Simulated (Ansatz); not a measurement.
Basis sets compared for K₂Se⁺ (the lowest doublet isomer of a short search). The state is a doublet with charge 1. Geometry r2SCAN-D4/def2-TZVP. Ansatz on 4 threads of Arm Neoverse N1 on a shared host; times are rough, and most runs start from earlier orbitals.

```
atom    x (Å)    y (Å)    z (Å)
  K1  -0.6447   2.9385   0.7242
  K2   0.6503  -2.9388  -0.7179
 Se3  -0.0056   0.0003  -0.0063
```

The 6-31G sets use Cartesian d functions. The structure comes from a short search, and lower isomers may exist.

| level | functions | energy (Eh) | HOMO (eV) | LUMO (eV) | wall time |
| --- | --- | --- | --- | --- | --- |
| HF/STO-3G | 44 | -3559.7631 | -7.69 | 0.53 | 0.65 s |
| HF/6-31G | 87 | -3597.6909 | -10.56 | -2.57 | 3.7 s |
| PBE-D4/def2-SVP | 80 | -3600.0502 | -7.26 | -7.15 | 4.9 s |
| PBE0-D4/def2-SVP | 80 | -3600.2321 | -8.29 | -5.98 | 13 s |

Task: Estimate the rows for HF/def2-TZVP, PBE-D4/def2-TZVP (with forces), PBE0-D4/def2-TZVP.

Result: 
| level | functions | energy (Eh) | HOMO (eV) | LUMO (eV) | wall time |
| --- | --- | --- | --- | --- | --- |
| HF/def2-TZVP | 114 | -3598.1066 | -10.75 | -2.56 | 2.9 s |
| PBE-D4/def2-TZVP (with forces) | 114 | -3600.5016 | -7.49 | -7.27 | 8.5 s |
| PBE0-D4/def2-TZVP | 114 | -3600.6801 | -8.50 | -6.10 | 21 s |
